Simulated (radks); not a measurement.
Initial-state core-level shifts of the gold ion Au2+ when its valence configuration changes from [Xe] 4f14 5d9. Method: scalar-relativistic Kohn-Sham, BLYP, spin-polarised, spherical densities, point nucleus; open shells are filled with parallel spins first (spin-orbit coupling, left out, can overturn this in heavy ions); computed with a radial shooting solver on a logarithmic mesh with Libxc functionals. Shifts are changes of the shell-averaged eigenvalues in eV (positive: less bound).

valence                3p       3d       4d      5p
4f14 5d8 6p1       -5.437   -5.452   -5.403  -4.921
4f13 5d10         -15.675  -15.515  -12.269  -3.179
4f13.5 5d9.5       -7.764   -7.685   -6.108  -1.601
4f13 5d9.5 6s0.5  -17.650  -17.499  -14.222  -4.905
4f14 5d7 6s2       -7.854   -7.893   -7.767  -6.776
4f13 5d9 6s1      -19.663  -19.522  -16.208  -6.640
4f14 5d8.5 6s0.5   -1.871   -1.879   -1.854  -1.637
4f13 5d9.5 6p0.5  -18.496  -18.343  -15.069  -5.746
4f14 5d8 6s1       -3.782   -3.800   -3.746  -3.288
